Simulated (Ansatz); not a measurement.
Geometry optimisation, RKS PBE/def2-SVP in Ansatz 0.2.0.

input.yaml

```yaml
crystal:
  periodic: [false, false, false]
  atoms:
    - { symbol: O, position_ang: [0.7925, 2.3069, 1.5927] }
    - { symbol: Al, position_ang: [-0.3532, 1.0985, 0.803] }
    - { symbol: S, position_ang: [-2.0658, 0.1669, 1.983] }
    - { symbol: C, position_ang: [0.0438, 0.539, -1.0779] }
    - { symbol: F, position_ang: [-1.1492, 0.7914, -1.8527] }
    - { symbol: Ge, position_ang: [0.3306, -1.3658, -1.1089] }
    - { symbol: H, position_ang: [1.5033, 1.8234, 1.9879] }
    - { symbol: H, position_ang: [-1.1591, -0.858, 2.4376] }
    - { symbol: H, position_ang: [0.8442, 1.0947, -1.4455] }
    - { symbol: H, position_ang: [1.55058, -1.72325, -0.25554] }
    - { symbol: H, position_ang: [-0.9381, -2.05673, -0.52667] }
    - { symbol: H, position_ang: [0.5262, -1.89425, -2.54855] }
basis:
  gaussian: { orbitals: def2-SVP }
hamiltonian:
  xc: pbe
relax:
  f_tol: 0.015
  max_steps: 40
output:
  orbitals: {}
```

Launched with:

```bash
$ ansatz run input.yaml --threads 2 --pin off --max-ram 3072MiB --backend cpu --events-out ev --progress --plain --runs-dir out
```

Q: Where does it end, and by what steps?

A: The run converged. After 30 steps the energy has fallen by 0.927 eV; H8 moved furthest, 2.42 Å.

| step | energy less start (eV) | largest force component (eV/Å) | accepted |
| --- | --- | --- | --- |
| 0 | 0.0000 | 2.834 | yes |
| 2 | -0.3680 | 2.273 | yes |
| 4 | -0.6576 | 0.464 | yes |
| 6 | -0.6900 | 0.248 | yes |
| 8 | -0.7145 | 0.360 | yes |
| 10 | -0.7703 | 0.300 | yes |
| 12 | -0.8184 | 0.450 | yes |
| 14 | -0.8601 | 0.359 | yes |
| 16 | -0.8860 | 0.197 | yes |
| 18 | -0.8976 | 0.176 | yes |
| 20 | -0.9102 | 0.210 | yes |
| 22 | -0.9186 | 0.148 | yes |
| 24 | -0.9250 | 0.066 | yes |
| 26 | -0.9266 | 0.034 | yes |
| 28 | -0.9269 | 0.020 | yes |
| 30 | -0.9270 | 0.011 | yes |

```xyz
12
Properties=species:S:1:pos:R:3
O 1.384 1.395 1.615
Al -0.161 0.926 1.035
S -2.006 0.953 2.225
C -0.291 0.278 -0.835
F -1.660 0.019 -1.119
Ge 0.726 -1.397 -1.187
H 1.574 1.715 2.510
H -2.668 0.500 1.118
H 0.075 1.040 -1.561
H 2.244 -1.119 -1.027
H 0.289 -2.482 -0.166
H 0.419 -1.906 -2.620
```

Time of the run: 41 s on 2 threads of AMD EPYC 9R45 96-Core Processor (Zen 5) (shared host), peak memory 0.27 GiB.
